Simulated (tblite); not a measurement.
Compound: C₇H₁₀OSi.
SMILES with atom numbers: `[CH:1]#[C:2][C:3]1=[CH:4][C@@H:5]([CH3:6])[Si@H:7]([OH:8])[CH2:9]1` (hydrogens: H10 on C1; H11 on C4; H12 on C5; H13, H14, H15 on C6; H16 on Si7; H17 on O8; H18, H19 on C9)

Structure used (GFN2-xTB), in Å, numbered top down from 1:
```xyz
19
C7H10OSi angstrom
C      2.6696    2.5103    1.2345
C      1.8622    1.7198    0.8263
C      0.9172    0.8139    0.2978
C      0.4495   -0.2379    0.9716
C     -0.5580   -1.1364    0.3178
C     -1.8516   -1.1647    1.1351
Si    -0.7508   -0.4194   -1.4505
O     -0.2851   -1.4182   -2.6525
C      0.4202    1.0481   -1.1076
H      3.3730    3.1926    1.6092
H      0.7595   -0.4512    1.9851
H     -0.1586   -2.1586    0.3071
H     -2.5817   -1.8198    0.6651
H     -1.6643   -1.5236    2.1466
H     -2.2778   -0.1662    1.2015
H     -2.1023   -0.0849   -1.8696
H      0.5804   -1.8190   -2.6723
H     -0.0765    2.0180   -1.1557
H      1.2653    1.1067   -1.7968
```

Level: GFN2-xTB in tblite, geometry and Hessian alike; calculated harmonic values, unscaled, isolated species. The method is semi-empirical: single wavenumbers can be off by several per cent or more. Modes of hydrogen on silicon can be 10 to 20 % off. One conformer, not necessarily the lowest.

Harmonic wavenumbers (cm⁻¹): 35.4, 92.7, 122.0, 168.3, 183.2, 223.3, 241.8, 260.3, 290.8, 380.1, 428.1, 449.5, 466.1, 542.5, 585.1, 638.3, 651.2, 661.1, 670.1, 748.5, 762.1, 800.3, 832.6, 879.7, 900.5, 969.0, 1006.0, 1081.1, 1094.9, 1099.5, 1146.7, 1218.3, 1247.7, 1275.8, 1289.2, 1411.2, 1466.3, 1504.4, 1510.1, 1675.3, 2248.3, 2345.5, 2892.3, 2960.8, 2989.7, 3005.8, 3026.9, 3033.3, 3065.2, 3392.8, 3658.4.

A = 2232, B = 950.4, C = 730.5 MHz; mass 138.050 u (most abundant isotopes); point group C1, symmetry number 1.

Q: Zero-point energy?

A: ½Σν̃ = 31814 cm⁻¹ = 380.58 kJ/mol.

Q: Give the ideal-gas entropy at 200 K and 1 bar in the rigid-rotor, harmonic-oscillator model (classical rotation).

A: Translation 162.01, rotation 119.36, vibration 83.66: S = 365.0 J/(mol K).

Q: And Cp and H(200 K) − H(0)?

A: Cp = 131.55 J/(mol K), of which vibrations give 98.30 (their classical limit is 51 R = 424.0); H(200 K) − H(0) = 16.04 kJ/mol without the zero-point energy, 9.39 from vibrations.

Q: Blend soft modes into free rotors: weight 1/[1 + (100 cm⁻¹/ν̃)⁴] for the oscillator and the rest for a rotor with moment μB/(μ + B), μ = h/(8π²ν), B = 10⁻⁴⁴ kg m². What vibrational entropy results?

A: 78.30 J/(mol K) in place of 83.66, which changes −T·S at 200 K by +1.07 kJ/mol.

Q: How do the functions run with temperature in this model?

A: 
| T (K) | S (J/(mol K)) | Cp (J/(mol K)) | H − H(0) (kJ/mol) | G − H(0) (kJ/mol) | ln q(vib) |
| --- | --- | --- | --- | --- | --- |
| 150 | 331.0 | 106.3 | 10.10 | -39.55 | 3.02 |
| 250 | 397.1 | 156.3 | 23.24 | -76.02 | 5.84 |
| 298.15 | 426.5 | 178.9 | 31.32 | -95.86 | 7.23 |
| 400 | 485.2 | 221.1 | 51.76 | -142.33 | 10.18 |
| 600 | 587.1 | 281.3 | 102.43 | -249.84 | 15.85 |
| 900 | 712.7 | 337.3 | 195.93 | -445.52 | 23.68 |

q(vib) and H(0) count from the zero-point level.

Q: Which modes carry the vibrational entropy at 200 K?

A: 35.4 cm⁻¹: 19.71; 92.7 cm⁻¹: 11.84; 122.0 cm⁻¹: 9.66; 168.3 cm⁻¹: 7.21; 183.2 cm⁻¹: 6.60; 223.3 cm⁻¹: 5.21 J/(mol K); the other 45 give 23.43 together.

Q: What must be added to the electronic energy to get the Gibbs energy at 200 K and 1 bar?

A: ZPE + [H(200 K) − H(0)] − T·S = 380.58 + 16.04 − 73.01 = 323.61 kJ/mol.

Hindered rotation and anharmonicity are outside this model. Other conformers, if any are populated, would add a mixing term that is left out. The structure is chiral; the term R ln 2 for an equal mix with its mirror image is left out.
